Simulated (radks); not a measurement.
Task: The mean radii <r> (bohr) of the occupied orbitals of an atom or ion are listed with their occupations. Method: Dirac Kohn-Sham, Slater X-alpha with alpha = 0.719, spin-unpolarised, spherical densities, point nucleus; computed with a radial shooting solver on a logarithmic mesh with Libxc functionals.

orbital  occ.      <r>
1s1/2       2  0.02612
2s1/2       2   0.1117
2p1/2       2  0.09399
2p3/2       4  0.09988
3s1/2       2   0.2988
3p1/2       2   0.2886
3p3/2       4   0.3004
3d3/2       4   0.2710
3d5/2       6   0.2747
4s1/2       2   0.6937
4p1/2       2   0.7191
4p3/2       4   0.7469
4d3/2       4   0.8275
4d5/2       6   0.8378
5s1/2       2    1.698
5p1/2       2    1.927
5p3/2       3    2.007

Name the element and its charge. Open shells, if any, fill j = l - 1/2 first.

Result: Z = 55, caesium, charge +2: Cs2+ in [Kr] 4d10 5s2 5p5. The 1s radius gives Z: for a bare nucleus <r> = (2 gamma + 1)/(2Z) with gamma = sqrt(1 - (Z/c)^2), 0.02574 bohr for Z = 55, and screening makes it slightly larger (0.02612 here). The occupations add up to 53, and the charge is Z minus that.
